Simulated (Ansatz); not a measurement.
Relaxation of Hg2O2 with RKS PBE0-D4/def2-TZVP.

```sh
$ ansatz run in.yaml --threads 4 --pin off --events-out ev --progress --plain --max-ram 3916MiB
```

```yaml
crystal:
  periodic: [false, false, false]
  atoms:
    - {symbol: Hg, position_ang: [-1.538540, 0.659750, -0.549510]}
    - {symbol: Hg, position_ang: [-0.611870, -1.463010, 0.767790]}
    - {symbol: O, position_ang: [0.847820, 0.922470, -0.432430]}
    - {symbol: O, position_ang: [1.302590, -0.119210, 0.214150]}
basis:
  gaussian: {orbitals: def2-TZVP}
hamiltonian: {xc: pbe0, dispersion: d4}
scf: {lower_state_search: "off"}
output: {orbitals: {seedname: orbitals}}
relax: {f_tol: 0.02, max_steps: 100}
```

Run time 8 s (4 threads of AMD EPYC 9R45 on a shared host).

Positions (Å) and forces (eV/Å) at steps 1, 2, 3, 4, 5, 6, 7, 8, 10 of 10:

```xyz
4
step=1 energy=-12440.8987 eV
Hg   -1.539    0.660   -0.550   -0.615    1.053   -0.671
Hg   -0.612   -1.463    0.768    0.348   -1.153    0.698
O     0.848    0.922   -0.432    0.814   -1.510    0.954
O     1.303   -0.119    0.214   -0.548    1.609   -0.982
4
step=2 energy=-12441.1659 eV
Hg   -1.602    0.817   -0.646   -0.171    0.040   -0.042
Hg   -0.540   -1.617    0.864   -0.093   -0.139    0.069
O     0.848    0.912   -0.426    0.801   -1.483    0.937
O     1.294   -0.112    0.209   -0.536    1.581   -0.964
4
step=3 energy=-12441.1517 eV rejected
Hg   -1.735    0.887   -0.701   -0.213    0.057   -0.057
Hg   -0.583   -1.752    0.936   -0.110   -0.178    0.090
O     0.956    0.897   -0.406   -1.411    3.661   -2.251
O     1.362   -0.031    0.171    1.734   -3.540    2.218
4
step=4 energy=-12441.2518 eV
Hg   -1.670    0.846   -0.671   -0.093    0.005   -0.013
Hg   -0.567   -1.682    0.898   -0.063   -0.064    0.029
O     0.903    0.913   -0.421    0.279   -0.432    0.278
O     1.335   -0.077    0.194   -0.123    0.490   -0.294
4
step=5 energy=-12441.2731 eV
Hg   -1.757    0.831   -0.672   -0.036    0.053   -0.034
Hg   -0.640   -1.727    0.915    0.014   -0.061    0.036
O     0.985    0.936   -0.425    0.114   -0.233    0.146
O     1.412   -0.041    0.181   -0.092    0.241   -0.148
4
step=6 energy=-12441.2786 eV
Hg   -1.790    0.841   -0.681   -0.051    0.068   -0.045
Hg   -0.657   -1.755    0.929    0.015   -0.082    0.048
O     1.013    0.939   -0.423   -0.142    0.375   -0.230
O     1.434   -0.025    0.175    0.179   -0.361    0.227
4
step=7 energy=-12441.2804 eV
Hg   -1.834    0.879   -0.708    0.034   -0.013    0.011
Hg   -0.660   -1.811    0.961    0.015    0.032   -0.016
O     1.037    0.948   -0.426   -0.077    0.112   -0.073
O     1.458   -0.017    0.173    0.029   -0.130    0.078
4
step=8 energy=-12441.2832 eV
Hg   -1.801    0.881   -0.705    0.017   -0.008    0.006
Hg   -0.635   -1.791    0.953    0.006    0.016   -0.009
O     1.006    0.941   -0.425    0.066   -0.181    0.111
O     1.430   -0.031    0.178   -0.089    0.173   -0.109
4
step=10 energy=-12441.2837 eV
Hg   -1.795    0.879   -0.704    0.001    0.000    0.000
Hg   -0.631   -1.786    0.950    0.001    0.000    0.000
O     1.001    0.938   -0.424   -0.001    0.000    0.000
O     1.425   -0.032    0.178   -0.001    0.000    0.000
```

In the def2 sets Hg takes a core potential; there is no spin–orbit coupling. The structure comes from a short search, and lower isomers may exist.
